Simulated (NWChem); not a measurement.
System: SiNH3OF2; SMILES N[Si](O)(F)F

Excerpt of the output:

```
             Northwest Computational Chemistry Package (NWChem) 7.3.0
             --------------------------------------------------------

 C1  symmetry detected

                             Geometry "geometry" -> ""
                             -------------------------

 Output coordinates in angstroms (scale by  1.889725989 to convert to a.u.)

  No.       Tag          Charge          X              Y              Z
 ---- ---------------- ---------- -------------- -------------- --------------
    1 N                    7.0000     0.09708409    -1.57580783    -0.60451772
    2 Si                  14.0000    -0.00174274    -0.00398994     0.00632033
    3 O                    8.0000     1.36386568     0.29928552     0.86084778
    4 F                    9.0000    -1.34114703     0.10725494     0.87645199
    5 F                    9.0000    -0.15316922     1.17443122    -1.07908231
    6 H                    1.0000     0.96637529    -1.96456404    -0.94088993
    7 H                    1.0000    -0.71550213    -2.10603863    -0.88447566
    8 H                    1.0000     1.63185735     1.22765708     0.90539554

 Effective nuclear repulsion energy (a.u.)     265.5248174923

                                 NWChem DFT Module
                                 -----------------

 Summary of "ao basis" -> "ao basis" (spherical)
 ------------------------------------------------------------------------------
       Tag                 Description            Shells   Functions and Types
 ---------------- ------------------------------  ------  ---------------------
 N                          pcseg-2                 10       30   4s3p2d1f
 Si                         pcseg-2                 12       34   5s4p2d1f
 O                          pcseg-2                 10       30   4s3p2d1f
 F                          pcseg-2                 10       30   4s3p2d1f
 H                          pcseg-2                  6       14   3s2p1d

            General Information
            -------------------
          SCF calculation type: DFT
          Wavefunction type:  closed shell.
          No. of atoms     :     8
          No. of electrons :    50
           Alpha electrons :    25
            Beta electrons :    25
          Charge           :     0
          Spin multiplicity:     1
          Use of symmetry is: off; symmetry adaption is: off
          Maximum number of iterations: 150
          AO basis - number of functions:   196
                     number of shells:    70
          Convergence on energy requested:  1.00D-06
          Convergence on density requested:  1.00D-05
          Convergence on gradient requested:  5.00D-04

              XC Information
              --------------
                  TPSS metaGGA Exchange Functional  1.000
             TPSS03 metaGGA Correlation Functional  1.000

             Grid Information
             ----------------
          Grid used for XC integration:  medium
          Radial quadrature: Mura-Knowles
          Angular quadrature: Lebedev.
          Tag              B.-S. Rad. Rad. Pts. Rad. Cut. Ang. Pts.
          ---              ---------- --------- --------- ---------
          N                   0.65       49          11.0       434
          Si                  1.10       88          10.0       590
          O                   0.60       49          11.0       434
          F                   0.50       49          11.0       434
          H                   0.35       45          13.0       434
          Grid pruning is: on
          Number of quadrature shells:   419
          Spatial weights used:  Erf1

      Superposition of Atomic Density Guess
      -------------------------------------

 Sum of atomic energies:        -618.24688775

      Non-variational initial energy
      ------------------------------

 Total energy =    -619.721559
 1-e energy   =   -1385.398594
 2-e energy   =     500.152217
 HOMO         =      -0.381099
 LUMO         =       0.007378

------------------------------------------------------------
EAF file 0: "./job.aoints.0" size=638058496 bytes
------------------------------------------------------------
               write      read    awrite     aread      wait
               -----      ----    ------     -----      ----
     calls:     1217         0         0         0         0
   data(b): 6.38e+08  0.00e+00  0.00e+00  0.00e+00
   time(s): 0.00e+00  0.00e+00  0.00e+00  0.00e+00  0.00e+00
rate(mb/s): 0.00e+00  0.00e+00
------------------------------------------------------------

     ---------------------------------------------
      Total Density - Mulliken Population Analysis
     ---------------------------------------------

    Atom       Charge   Shell Charges
 -----------   ------   -------------------------------------------------------
    1 N    7     7.82   2.00  0.60  0.67  0.15  1.72  2.01  0.67  0.00  0.00  0.00
    2 Si  14    12.11   2.00  0.46  1.53  0.58  0.14  5.91  0.41  0.60  0.06  0.02  0.33  0.06
    3 O    8     8.80   2.00  0.63  0.86  0.24  2.14  2.27  0.65  0.00  0.01  0.00
    4 F    9     9.57   2.00  0.65  0.96  0.31  2.47  2.46  0.71  0.00  0.01  0.00
    5 F    9     9.58   2.00  0.65  0.97  0.31  2.47  2.46  0.71  0.00  0.01  0.00
    6 H    1     0.74   0.35  0.30  0.02  0.01  0.05  0.01
    7 H    1     0.74   0.35  0.30  0.02  0.01  0.05  0.01
    8 H    1     0.65   0.31  0.23  0.02  0.02  0.06  0.01

[...]
```

Level: TPSS/pcseg-2. Geometry: optimised at B3LYP/6-31G* (spherical d).

Question: Write an input that gives this output.

Answer: Several could match; the one computed here: the input that was run:
```
start job
memory heap 200 mb stack 900 mb global 1100 mb
geometry units angstroms noautoz
  N      0.461261    -1.610102     0.141011
  Si     0.016533     0.018363     0.079204
  O      1.382967     0.918015    -0.023577
  F     -0.868200     0.340938     1.374079
  F     -0.930277     0.452721    -1.147413
  H      1.232411    -1.974199    -0.400012
  H     -0.142638    -2.328347     0.514170
  H      1.289008     1.772010    -0.468034
end
basis spherical
  * library pcseg-2
end
dft
  xc xtpss03 ctpss03
  iterations 150
  semidirect filesize 400000000
  mulliken
end
task dft energy
```
